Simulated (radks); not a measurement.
Q: The mean radii <r> (bohr) of the occupied orbitals of an atom or ion are listed with their occupations. Calculated with a radial shooting solver on a logarithmic mesh with Libxc functionals: non-relativistic Kohn-Sham, exchange-only r2SCAN, spin-polarised, spherical densities, point nucleus; meta-GGA in the generalised Kohn-Sham scheme.

orbital  occ.      <r>
1s up       1  0.02076
1s down     1  0.02075
2s up       1  0.08730
2s down     1  0.08719
2p up       3  0.07389
2p down     3  0.07377
3s up       1   0.2129
3s down     1   0.2135
3p up       3   0.2023
3p down     3   0.2029
3d up       5   0.1758
3d down     1   0.1764

Name the element and its charge. Open shells, if any, are filled with parallel spins first.

A: Z = 73, tantalum, charge +49: Ta49+ in [Ar] 3d6. The 1s radius gives Z: for a bare nucleus <r> = 1.5/Z, 0.02055 bohr for Z = 73, and screening makes it slightly larger (0.02076 here). The occupations add up to 24, and the charge is Z minus that.
